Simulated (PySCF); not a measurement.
Correlation energy of Sb (antimony, neutral)

[Kr] 4d10 5s1 5p4, high-spin 4P determinant (an excited configuration). Calculation: PySCF 2.14, in aug-cc-pVQZ-PP with ECP28MDF (7s7p5d3f2g, 92 functions); a scalar-relativistic core potential. Frozen: 4s2 4p6 4d10; 5 electrons correlated.

MP2 pair energies summed by pair of shells (mhartree):

```
 pair  energy  share (%)
5p-5p  -54.96       85.4
5s-5p   -9.41       14.6
```

Total MP2 correlation energy: -64.37 mhartree.

Same-spin part -17.27 and opposite-spin part -47.10 mhartree; SCS-MP2 scales them by 1/3 and 6/5 to -62.28 mhartree.
